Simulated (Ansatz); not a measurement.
Total energies of CH₃FSn, SMILES `[CH3][Sn][F]`.

```xyz
6

C    -0.228   -0.067    0.603
Sn    0.559   -1.003   -1.196
F     0.752    0.706   -2.120
H    -1.116    0.516    0.339
H     0.517    0.634    0.991
H    -0.485   -0.786    1.383
```

Total charge 0; spin multiplicity 1. Correlated methods include outer-core shells of Sn, which these sets cover unevenly. Sn: def2 effective core potential. The geometry is a stationary point of PBE0-D4/def2-TZVP. Basis def2-TZVPP, Ansatz 0.2.0.

RPA on PBE orbitals: Hartree–Fock energy of these orbitals -352.45119 Eh, correlation -1.11117 Eh (frozen core).

| functional | energy without D4 (Eh) | D4 term (kJ/mol) |
| --- | --- | --- |
| BLYP | -354.07720 | -21.1 |
| HSE06 (plane-wave form) | -354.00057 | -7.4 |

(1) Give the same for LDA (SPW92), PBE, revPBE, r2SCAN, B97M-V, PBE0, B3LYP, r2SCANh, r2SCAN0, BHLYP, CAM-B3LYP, LC-ωPBE, ωB97X-V, ωB97M-V, B2PLYP, PBE-QIDH. (Best estimate.)

B3LYP takes the VWN-RPA correlation (the form of Gaussian; ORCA's B3LYP/G). HSE06 is the plane-wave form, built on full-range PBE exchange. The double hybrids freeze the cores in their second-order part.

## Answers

(1) The calculation gave: 
```csv
functional,energy without D4 (Eh),D4 term (kJ/mol)
LDA (SPW92),-352.79321,–
PBE,-353.99875,-9.5
revPBE,-354.15446,-28.0
r2SCAN,-354.16394,-2.1
B97M-V,-354.11351,–
PBE0,-354.00872,-7.9
B3LYP,-354.23179,-15.6
r2SCANh,-354.14399,-2.2
r2SCAN0,-354.11514,-2.5
BHLYP,-354.01726,-12.8
CAM-B3LYP,-354.08978,-8.1
LC-ωPBE,-354.09959,–
ωB97X-V,-354.08315,–
ωB97M-V,-354.05281,–
B2PLYP,-353.85317,–
PBE-QIDH,-353.79170,–
```

LC-ωPBE has ω = 0.4 bohr⁻¹.
